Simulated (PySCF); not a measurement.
Trend along the fifth-period p block: MSb molecules

PBE0 with triple-zeta basis sets in PySCF, for the lowest determinant that a PBE0 search found; no spin–orbit coupling. De refers to high-spin ground-configuration atoms. A positive dipole means M(−)Sb(+).

| M | basis | state (unpaired electrons) | Re (Å) | ωe (cm⁻¹) | De (eV) | μ (D) |
| --- | --- | --- | --- | --- | --- | --- |
| In | cc-pVTZ-PP | triplet (π ↑↑) | 2.945 | 145 | 1.70 | -1.88 |
| Sb | cc-pVTZ-PP | singlet (closed shell) | 2.468 | 299 | 2.69 | n/a |
| Te | def2-TZVPPD | doublet (π ↑) | 2.524 | 263 | 2.69 | 1.17 |
| I | def2-TZVPP | triplet (π ↑↑) | 2.683 | 210 | 2.42 | 1.44 |

The shortest bond is that of Sb2 (2.468 Å), the longest that of InSb (2.945 Å).

The rows differ in basis set, which adds steps of its own.

The state changes along the series, so neighbouring rows are not always alike in their bonding.

Closed-shell solutions of metal pairs were not tested for spin polarisation, which can lower them a little. These are scalar-relativistic numbers at best; spin–orbit coupling would shift them, the dissociation energy most. States were picked by a PBE0 search and need not be the measured ground states.
